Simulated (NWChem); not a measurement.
**Correlation energy of ammonium (H4N (+1))**

```
N
H 1 1.0322
H 1 1.0322 2 109.47
H 1 1.0322 2 109.47 3 120.00
H 1 1.0322 2 109.47 3 -120.00
```
Charge +1, spin multiplicity 1.

Everything below was run with NWChem. Structure: optimised with B3LYP/def2-SVP, a minimum by its harmonic frequencies.

Basis set: def2-TZVP. Each correlation energy counts from its own Hartree-Fock reference.

The correlated methods keep 1 core orbital frozen. Coupled-cluster values serve here as a point of comparison, not as the truth.

| method | correlation energy (mHa) |
|---|---|
| CCSD | ___ |
| CCSD+T(CCSD) | -242.3 |
| CR-CCSD(T) | -241.4 |
| MP2 | ___ |
| SCS-MP2 | ___ |
| CR-CCSD[T] | -241.5 |
| CCSD(T) | ___ |

Question: Complete the blanks.

Answer: 
- CCSD, correlation energy (mHa): -236.0
- MP2, correlation energy (mHa): -219.7
- SCS-MP2, correlation energy (mHa): -222.8
- CCSD(T), correlation energy (mHa): -242.1
